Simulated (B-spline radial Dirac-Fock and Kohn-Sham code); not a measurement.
Atomic SCF run for Mn

ΔSCF core binding energies without Breit or QED terms, calculated with a radial atomic solver. Keys: rel is the Hamiltonian (dirac, or spin-free x2c and nr, where L3 and M5 stand for the whole 2p and 3d shells), method is hf or an exchange,correlation pair (spin-unpolarised, also for the hole states), nuc the nuclear model, radius_factor scales its radius, rmax is the box in bohr, h the logarithmic mesh step, order the B-spline order, points the quadrature points per cell, c_factor scales the speed of light, and damp, ndamp, maxit and tol steer the iteration. The run stops when the commutator error falls below 10·tol·max(1, Z/10), or the numerical noise floor, and the energy has settled to about 1e-8 Ha; the virial ratio is −V/T.

Input (task.json):

```json
{"items": [{"Z": 25, "q": 0, "cfg": [[1, 0, 2], [2, 0, 2], [2, 1, 6], [3, 0, 2], [3, 1, 6], [3, 2, 5], [4, 0, 2]], "A": 55, "rrms": 3.7057, "do": "settings", "holes": ["K", "L3", "M5"],
  "settings": [{"rel": "dirac", "method": "pbee", "nuc": "fermi", "radius_factor": 1.0, "rmax": 45.0, "h": 0.3, "order": 8, "points": 10, "c_factor": 1.0, "maxit": 74, "damp": 0.5, "ndamp": 3, "tol": 1e-08}]}]}
```

Command: `python xray2_run.py task.json out`

The program stops without a result: KeyError: "LibXCFunctional: name 'PBEE' not found.".

Task: One setting is unsound. Which, and why?

Result: method names a functional that the program does not serve. With the default settings (Dirac Hartree-Fock): The ground state converged in 12 iterations, with total energy -1157.32199 Ha, virial ratio 1.98666 and highest orbital energy -6.92 eV. ΔSCF binding energies: K (1s) 6560.5 eV, L3 (2p3/2) 654.3 eV. Holes are computed only in closed shells, and unreliable hole states are left out.
